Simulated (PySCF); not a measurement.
**Substituent chemical shifts**

Parent skeleton `[BH3-:1][N+:2]#[C:3][CH3:4]`; one hydrogen on atom 1 is replaced by X. Hydrogens on one atom are averaged.

- σ from GIAO-PBE0/pcSseg-1
- geometry: PBE0-D3(BJ)/def2-SVP
- run in PySCF 2.14
- relativity neglected, a single conformation, fast rotation and ring inversion assumed for equivalent nuclei, no solvent

δ = σ(ref) − σ, references computed at the same level: $^{11}$B against BF3·OEt2; $^{15}$N vs NH3; $^{13}$C, $^{1}$H vs TMS.

Parent (X = H): B1 -36.4, N2 238.2, C3 113.1, C4 2.2, H(B1) 2.13, H(C4) 2.18 ppm. Effects are Δδ = δ(X) − δ(H), positive for deshielding.

Task: Give Δδ (ppm) for X = PH2, CH2OCH3, cBu, 2-pyridyl, F, N-pyrrolyl.

Result: 
| X | SMILES | B1 | N2 | C3 | C4 | H(B1) | H(C4) |
| --- | --- | --- | --- | --- | --- | --- | --- |
| PH2 | CC#[N+][BH2-]P | +3.0 | -0.8 | +6.0 | +0.5 | +0.26 | +0.11 |
| CH2OCH3 | CC#[N+][BH2-]COC | +8.9 | -0.1 | +2.1 | -0.3 | +0.16 | +0.02 |
| cBu | CC#[N+][BH2-]C1CCC1 | +11.8 | +1.7 | +2.4 | -0.2 | +0.15 | +0.02 |
| 2-pyridyl | CC#[N+][BH2-]c1ccccn1 | +10.4 | -2.6 | +4.7 | -0.1 | +1.37 | +0.25 |
| F | CC#[N+][BH2-]F | +29.5 | +3.3 | +6.8 | -0.6 | +1.49 | +0.11 |
| N-pyrrolyl | CC#[N+][BH2-]n1cccc1 | +18.6 | -3.1 | +6.9 | -0.6 | +1.31 | -0.04 |

Task: Which position responds most, and to which substituents?

Result: B1: from +3.0 ppm with PH2 to +29.5 ppm with F.

Experimental scales use liquid or dissolved standards, which lie at an offset from isolated NH3 (liquid NH3: subtract about 20 ppm). Unscaled 15N shifts of sp2 nitrogen come out 20 to 40 ppm too high even then.
